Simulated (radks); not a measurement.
The holmium ion Ho4+, configuration [Xe] 4f8 5d1 (not the ground configuration). Method: scalar-relativistic Kohn-Sham, LDA (Slater exchange, Perdew-Wang correlation), spin-polarised, spherical densities, finite nucleus; open shells are filled with parallel spins first (spin-orbit coupling, left out, can overturn this in heavy ions); Fermi nuclear charge, rms radius 5.2022 fm; computed with a radial shooting solver on a logarithmic mesh with Libxc functionals.

Radial electron density D(r) = 4 pi r^2 rho(r):

```
   r/bohr * D(r) (the largest magnitude, 120, reaches the edge; | marks zero)
 0.002448 |        *
 0.003291 |            *
 0.004424 |                  *
 0.005901 |                         *
 0.007934 |                                *
  0.01067 |                                      *
  0.01434 |                                        *
  0.01928 |                                      *
  0.02592 |                                    *
  0.03485 |                                      *
  0.04686 |                                               *
    0.063 |                                                      *
   0.0847 |                                                *
   0.1139 |                                         *
   0.1531 |                                              *
   0.2042 |                                             *
   0.2745 |                            *
   0.3691 |                     *
   0.4963 |                         *
   0.6672 |                *
   0.8971 |        *
    1.206 |     *
    1.622 |  *
     2.18 |*
    2.931 *
    3.941 *
    5.298 *
```

D(r) has 4 maxima, at r = 0.0142, 0.0640, 0.178, 0.481 bohr, and minima at 0.0272, 0.117, 0.343 bohr, inside which lie 1.92, 11.14, 29.41 electrons.
